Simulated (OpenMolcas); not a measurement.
Co⁶⁺: effect of the IPEA shift

```
Program             : OpenMolcas 26.06
Basis               : ANO-RCC-VTZP [6s5p3d2f1g]
Scalar Hamiltonian  : DKH2, point nucleus
Active space        : 3 electrons in 5 orbitals (3d)
State averaging     : 2S+1 = 4 even, 10 roots; 2S+1 = 2 even, 40 roots kept (CI in the orbitals of an earlier block)
Spin-orbit coupling : state interaction with AMFI integrals over the reference wave functions, term energies averaged over their components
```

Methods on the same reference wave functions:
A. CASSCF
B. MS-CASPT2, IPEA 0 Eh, imaginary shift 0.1 Eh (closed shells correlated: 3s 3p)
C. MS-CASPT2, IPEA 0.25 Eh, imaginary shift 0.1 Eh (closed shells correlated: 3s 3p)

Energies in cm-1 above 3d3 4F 3/2, the measured ground level; measured values from Sugar and Corliss, J. Phys. Chem. Ref. Data 10, 1097 (1981).

```
               Level      A      B      C  Measured
          3d3 4F 3/2    0.0    0.0    0.0       0.0
          3d3 4F 5/2    730    736    736       698
          3d3 4F 7/2   1708   1718   1717      1610
          3d3 4F 9/2   2898   2900   2900      2723
          3d3 4P 1/2  25747  22040  22190     21096
          3d3 4P 3/2  25977  22260  22420     21304
          3d3 2G 7/2  26600  24060  24410          
          3d3 4P 5/2  26914  23200  23360     22187
          3d3 2G 9/2  27543  25040  25380          
          3d3 2P 1/2  35059  31150  31440          
   3d3 2P 3/2 [55 %]  35083  30740  31060          
          3d3 2H 9/2  35239  33740  33940          
         3d3 2H 11/2  35906  34440  34630          
3d3 2D 3/2(1) [57 %]  38827  34040  34380          
       3d3 2D 5/2(1)  39074  33800  34200          
          3d3 2F 7/2  60130  54000  54330          
          3d3 2F 5/2  60549  54410  54740          
       3d3 2D 5/2(2)  93876  85010  85210          
       3d3 2D 3/2(2)  94375  85460  85690
```

Deviations, from unrounded energies. A percentage is the sum of absolute deviations over the sum of measured energies, with the sign that they share, or ± where signs differ.

| Against measurement | Levels | A | B | C |
| --- | --- | --- | --- | --- |
| mean absolute deviation (cm-1) | 6 | 2400 | 540 | 620 |
| fine structure of the ground term (%) | 3 | +6.0 | +6.5 | +6.5 |
| other terms of the ground configuration (%) | 3 | +21.8 | +4.5 | +5.2 |

B lies closest to measurement on these levels and A furthest from it. The largest miss of B in the table is 3d3 4P 5/2, by +1000 cm-1. The ranking rests on the paired levels alone, and a cruder setting can come out closer through cancelling errors.

Between B and C the level of the table that moves most is 3d3 2D 5/2(1), by 400 cm-1 (lowest in B, highest in C). Moves below CASPT2's spread within the term are not significant.

The mean deviations of B to C differ by less than CASPT2's widest spread within a term (760 cm-1), so their order carries little weight.

From A to B the spin-free energies of the other terms of 3d3 shown, above 4F, scale by factors of 0.85 to 0.96, as is usual when dynamic correlation screens the repulsion within a d or f shell.

The lowest spin-free term lies below A's lowest term by 0.282 hartree in B, 0.278 hartree in C.

Term energies are means over components that CASPT2 splits; among the terms shown or strongly mixed into the levels shown the widest spread is 760 cm-1 (3d3 4F, B). Terms from blocks run as CI alone lack orbitals of their own. Without dynamic correlation excited terms often stand tens of per cent too high (terms of higher spin than the ground term too low), and those without a measured partner can miss by more than the paired ones (holds for A). Measured partners are found by configuration, term and J. A level has none where our copy of the source lacks it or the pairing is in doubt (some pairs that miss far off the trend of their configuration count as doubtful), and it then counts in no deviation. Levels of configurations outside the active space are missing.

A share in square brackets marks a mixed level and gives the weight of the term that names it, the lowest over the columns. A number in round brackets counts repeated terms of one configuration in the order of the reference energies.
